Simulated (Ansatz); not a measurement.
CH₃ClGaNO, SMILES `C=[N][Ga]([OH])[Cl]`, 8 atoms. Total charge 0; spin multiplicity 1. Correlated methods include outer-core shells of Ga, which these sets cover unevenly. Scalar relativity is left out up to krypton. All runs use 4 threads of an AMD EPYC 9R45 on a shared host. Correlated methods freeze the cores.

(1) Give the basis size and wall time and peak host memory of each of these runs in Ansatz. RKS PBE0-D4/def2-TZVP frequencies; RKS PBE0-D4/def2-SVP energy; RKS PBE0-D4/def2-QZVPP energy; RHF-CCSD(T)/def2-SVP energy; RKS PBE0-D4/def2-TZVPP energy; RKS CAM-B3LYP-D4/def2-TZVPP energy; RKS PBE0-D4/def2-TZVP relaxation (10 steps); RKS BLYP-D4/def2-TZVPP energy; RKS ωB97M-V/def2-QZVPP energy; RKS revPBE-D4/def2-TZVPP energy; RHF-CCSD(T)/def2-TZVPP energy; direct RPA on PBE orbitals/def2-TZVPP energy. (Estimate.)

## Answers

(1) Ansatz gave: Other jobs shared the machine, so times are rough.

| level | job | functions | wall time | peak host memory (GiB) |
| --- | --- | --- | --- | --- |
| RKS PBE0-D4/def2-SVP | energy | 107 | 0.55 s | 0.43 |
| RKS BLYP-D4/def2-TZVPP | energy | 225 | 0.8 s | 0.3 |
| RKS revPBE-D4/def2-TZVPP | energy | 225 | 0.8 s | 0.3 |
| RKS PBE0-D4/def2-TZVPP | energy | 225 | 1.2 s | 0.62 |
| RKS CAM-B3LYP-D4/def2-TZVPP | energy | 225 | 1.4 s | 0.69 |
| direct RPA on PBE orbitals/def2-TZVPP | energy | 225 | 2.2 s | 0.53 |
| RHF-CCSD(T)/def2-SVP | energy | 107 | 2.5 s | 0.5 |
| RKS PBE0-D4/def2-QZVPP | energy | 420 | 3.1 s | 1.6 |
| RKS ωB97M-V/def2-QZVPP | energy | 420 | 6.5 s | 1.9 |
| RKS PBE0-D4/def2-TZVP | relaxation (10 steps) | 196 | 16 s | 0.59 |
| RHF-CCSD(T)/def2-TZVPP | energy | 225 | 43 s | 3.7 |
| RKS PBE0-D4/def2-TZVP | frequencies | 196 | 51 s | 0.59 |
